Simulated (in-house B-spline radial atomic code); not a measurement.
Settings and results of a run for Ag. Computed with a radial B-spline atomic code at the basis-set limit: scalar-relativistic (X2C) Hartree-Fock, spin-polarised, averaged over the determinants with the given up and down occupations, Fermi nucleus of rms radius 4.5454 fm, inside a hard spherical wall at 9.28 bohr.

Command:
```bash
python run_scf.py task.json out
```
Settings (nuclear radius in fm, mass in u):
```
Z                47
configuration    [Kr] 4d10 5s1
hamiltonian      x2c
method           hf
spin_polarised   True
nucleus          fermi
rms_radius       4.5454
atomic_mass      106.90509
speed_of_light   137.035999084
wall_radius      9.28
```

Output (hartree, bohr):
```
 radial grid: 65 intervals, B-splines of order 8, outer radius 9.28 bohr

 iter        energy (Eh)    residual
    1       -5311.764920    5.13e-01
    2       -5312.232988    1.21e-01
    3       -5312.870118    1.99e-02
    4       -5312.878282    5.00e-03
    5       -5312.878733    1.43e-03
    6       -5312.878799    5.56e-04
    7       -5312.878817    2.31e-04
    8       -5312.878822    7.65e-05
    9       -5312.878823    5.76e-06
   10       -5312.878823    8.73e-07
   11       -5312.878823    2.03e-07

 total energy                     -5312.87882
 kinetic                            5562.0254
 electron-nucleus                 -12892.5097
 electron-electron                  2017.6055

 orbital      occ     eigenvalue          <r>       <r^2>       <1/r>       r_max
 1s up      1.000      -942.4327    0.0305522  0.00127247     51.4347     0.01951
 1s down    1.000      -942.4311    0.0305523  0.00127248     51.4346     0.01951
 2s up      1.000      -141.9148     0.134228   0.0213126     11.6342      0.1137
 2s down    1.000      -141.9143      0.13423   0.0213132      11.634      0.1137
 2p up      3.000      -127.0953     0.117467   0.0168706     10.8859     0.09092
 2p down    3.000      -127.0961     0.117468   0.0168709     10.8858     0.09092
 3s up      1.000       -27.3710      0.36625    0.153507     4.04632      0.3317
 3s down    1.000       -27.3684     0.366284    0.153537     4.04588      0.3317
 3p up      3.000       -22.3686     0.365639    0.155253     3.78969      0.3254
 3p down    3.000       -22.3682      0.36564    0.155256     3.78972      0.3254
 3d up      5.000       -14.4755     0.344618    0.141216     3.53585      0.2741
 3d down    5.000       -14.4767     0.344597      0.1412     3.53605      0.2741
 4s up      1.000        -4.2704     0.919899    0.958666     1.49853      0.8249
 4s down    1.000        -4.2681     0.920789    0.960433     1.49656      0.8255
 4p up      3.000        -2.7383      1.01082     1.17248     1.33429        0.88
 4p down    3.000        -2.7419      1.00853     1.16559     1.33633        0.88
 4d up      5.000        -0.5091       1.3984     2.40415    0.967203       1.041
 4d down    5.000        -0.5067      1.37433     2.30592    0.979425       1.037
 5s up      1.000        -0.2374      3.36911     13.0473    0.373728       2.717
```

Cost of the run: 0.21 s on 1 thread of Arm Neoverse V1, on a shared host.

One-electron X2C: radii and densities carry no picture-change correction, so inner-shell <1/r> comes out high (for 1s by about 2 % at Z = 33, 5 % at 54, 10 % at 75, 30 % at 118) and <r> low.
